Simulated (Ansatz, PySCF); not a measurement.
Complex: SiH4 (SMILES [SiH4]) (first 5 atoms) with H2 (SMILES [H][H]); geometry from B3LYP-D3(BJ)/def2-TZVP, rigid monomers moved along the line of their centres of mass till Si1···H6 is 3.04 Å.
(charge 0, multiplicity 1):
```xyz
7

Si     0.04975     0.05633    -0.01269
H      0.11788     0.14423    -1.48874
H     -1.33638    -0.25747     0.40140
H      0.45894     1.34967     0.57992
H      0.95838    -1.01140     0.46238
H     -0.08764    -0.10172     3.02209
H     -0.12777    -0.14138     3.76373
```

Interaction energies are E(AB) − E(A) − E(B) at the monomers' geometry in the complex; basis-set methods are counterpoise corrected. Rows marked so take none.

Rows in 3-21G, 6-31G* carry no dispersion term and start afresh at each structure (6-31G* with six Cartesian d functions).

The values were computed with Ansatz (Gaussian orbitals); PySCF for 3-21G rows, 6-31G* rows, the dispersion terms. Each number belongs to the level named beside it.

Question: One of these levels gives 0.68 kcal/mol for the interaction energy. Which one is it?
A. PBE0-D3(BJ)/def2-TZVPPD
B. HF/6-31G* (no counterpoise)
C. HF/3-21G (no counterpoise)

Answer: B, HF/6-31G* (no counterpoise). The others give 0.33 (HF/3-21G (no counterpoise)), -0.26 (PBE0-D3(BJ)/def2-TZVPPD)

Ansatz is a quantum-chemistry and plane-wave program.
